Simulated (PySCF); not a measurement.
## Two-component Hartree-Fock for Tl⁴⁺ (thallium, charge +4)

Start: [Xe] 4f14 5d9; 5d3/2 filled at m_j = -3/2, -1/2, +1/2, +3/2; 5d5/2 filled at m_j = -3/2, -1/2, +1/2, +3/2, +5/2. Calculated with PySCF 2.14 in x2c-QZVPPall-2c: generalised Hartree-Fock with the X2C-1e Hamiltonian and a Gaussian nucleus; one run each with spin-orbit coupling (SO) switched off, then screened by Boettger's factors.

```json
{"spinor shell": "1s1/2", "electrons": "2", "ε, spin-free (eV)": "-86063.7", "ε, screened SO (eV)": "-86027.7", "weight of nominal j (screened SO)": "1.000", "rms radius, screened SO (bohr)": "0.0184"}
{"spinor shell": "2s1/2", "electrons": "2", "ε, spin-free (eV)": "-15519.1", "ε, screened SO (eV)": "-15507.7", "weight of nominal j (screened SO)": "1.000", "rms radius, screened SO (bohr)": "0.0743"}
{"spinor shell": "2p1/2", "electrons": "2", "ε, spin-free (eV)": "-13371.1", "ε, screened SO (eV)": "-14864.4", "weight of nominal j (screened SO)": "1.000", "rms radius, screened SO (bohr)": "0.0628"}
{"spinor shell": "2p3/2", "electrons": "4", "ε, spin-free (eV)": "-13371.1", "ε, screened SO (eV)": "-12792.8", "weight of nominal j (screened SO)": "1.000", "rms radius, screened SO (bohr)": "0.0710"}
{"spinor shell": "3s1/2", "electrons": "2", "ε, spin-free (eV)": "-3811.2", "ε, screened SO (eV)": "-3807.5", "weight of nominal j (screened SO)": "1.000", "rms radius, screened SO (bohr)": "0.189"}
{"spinor shell": "3p1/2", "electrons": "2", "ε, spin-free (eV)": "-3183.3", "ε, screened SO (eV)": "-3518.3", "weight of nominal j (screened SO)": "1.000", "rms radius, screened SO (bohr)": "0.181"}
{"spinor shell": "3p3/2", "electrons": "4", "ε, spin-free (eV)": "-3183.3", "ε, screened SO (eV)": "-3051.0", "weight of nominal j (screened SO)": "1.000", "rms radius, screened SO (bohr)": "0.197"}
{"spinor shell": "3d3/2", "electrons": "4", "ε, spin-free (eV)": "-2521.0", "ε, screened SO (eV)": "-2579.3", "weight of nominal j (screened SO)": "1.000", "rms radius, screened SO (bohr)": "0.173"}
{"spinor shell": "3d5/2", "electrons": "6", "ε, spin-free (eV)": "-2521.0", "ε, screened SO (eV)": "-2479.6", "weight of nominal j (screened SO)": "1.000", "rms radius, screened SO (bohr)": "0.178"}
{"spinor shell": "4s1/2", "electrons": "2", "ε, spin-free (eV)": "-925.15", "ε, screened SO (eV)": "-923.97", "weight of nominal j (screened SO)": "1.000", "rms radius, screened SO (bohr)": "0.416"}
{"spinor shell": "4p1/2", "electrons": "2", "ε, spin-free (eV)": "-715.84", "ε, screened SO (eV)": "-798.31", "weight of nominal j (screened SO)": "1.000", "rms radius, screened SO (bohr)": "0.420"}
{"spinor shell": "4p3/2", "electrons": "4", "ε, spin-free (eV)": "-715.84", "ε, screened SO (eV)": "-682.98", "weight of nominal j (screened SO)": "1.000", "rms radius, screened SO (bohr)": "0.454"}
{"spinor shell": "4d3/2", "electrons": "4", "ε, spin-free (eV)": "-464.77", "ε, screened SO (eV)": "-477.66", "weight of nominal j (screened SO)": "1.000", "rms radius, screened SO (bohr)": "0.465"}
{"spinor shell": "4d5/2", "electrons": "6", "ε, spin-free (eV)": "-464.77", "ε, screened SO (eV)": "-455.33", "weight of nominal j (screened SO)": "1.000", "rms radius, screened SO (bohr)": "0.476"}
{"spinor shell": "5s1/2", "electrons": "2", "ε, spin-free (eV)": "-198.35", "ε, screened SO (eV)": "-198.08", "weight of nominal j (screened SO)": "1.000", "rms radius, screened SO (bohr)": "0.940"}
{"spinor shell": "4f5/2", "electrons": "6", "ε, spin-free (eV)": "-185.33", "ε, screened SO (eV)": "-187.61", "weight of nominal j (screened SO)": "0.999", "rms radius, screened SO (bohr)": "0.506"}
{"spinor shell": "4f7/2", "electrons": "8", "ε, spin-free (eV)": "-185.33", "ε, screened SO (eV)": "-182.68", "weight of nominal j (screened SO)": "0.999", "rms radius, screened SO (bohr)": "0.512"}
{"spinor shell": "5p1/2", "electrons": "2", "ε, spin-free (eV)": "-138.45", "ε, screened SO (eV)": "-154.27", "weight of nominal j (screened SO)": "0.999", "rms radius, screened SO (bohr)": "1.01"}
{"spinor shell": "5p3/2", "electrons": "4", "ε, spin-free (eV)": "-138.45", "ε, screened SO (eV)": "-132.06", "weight of nominal j (screened SO)": "0.999", "rms radius, screened SO (bohr)": "1.09"}
{"spinor shell": "5d3/2", "electrons": "4", "ε, spin-free (eV)": "-67.205", "ε, screened SO (eV)": "-68.866", "weight of nominal j (screened SO)": "0.976", "rms radius, screened SO (bohr)": "1.36"}
{"spinor shell": "5d5/2", "electrons": "5", "ε, spin-free (eV)": "-67.205", "ε, screened SO (eV)": "-65.918", "weight of nominal j (screened SO)": "0.981", "rms radius, screened SO (bohr)": "1.40"}
```

```tsv
quantity	spin-free	screened SO
E (hartree)	-20226.77453	-20261.84117
M_J	5/2	5/2
⟨J²⟩	8.760	8.762
⟨L²⟩	6.008	6.195
⟨S²⟩	0.752	0.939
```

Each row is a mean over spinors that exchange with the open shell spreads, by up to 5.418 eV (5p3/2).

Breit and QED terms are absent; they matter most for the inner s and p1/2 levels.

Densities and radii are taken from the X2C orbitals without a picture-change correction, which distorts them close to the nucleus.

Without spin-orbit coupling the j labels of p, d and f shells carry no meaning; the spin-free column gives the mean over the occupied spinors of each nl shell.
